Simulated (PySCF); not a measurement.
Vertical excitations of a molecule C2H3Cl2FSi from TDDFT-PBE0/def2-SVPD run with PySCF 2.14.0, as energy in eV (oscillator strength): 5.61 (0.188), 6.17 (0.011), 6.21 (0.001), 6.41 (0.002), 6.80 (0.004), 6.97 (0.018), 7.15 (0.004), 7.52 (0.001), 7.66 (0.026), 7.73 (0.022). Lowest triplet (TDA): 3.59 eV. Coordinates come from a B3LYP-D3(BJ)/def2-SVP optimisation. One conformer was computed; it need not be the lowest.

Problem. Identify the compound among the candidates.
A) C=C(Cl)[Si@@H](F)Cl
B) F/C(Cl)=C\[SiH2]Cl
C) C=C[Si](F)(Cl)Cl
D) F/C(=C/Cl)[SiH2]Cl

Solution. D, F/C(=C/Cl)[SiH2]Cl
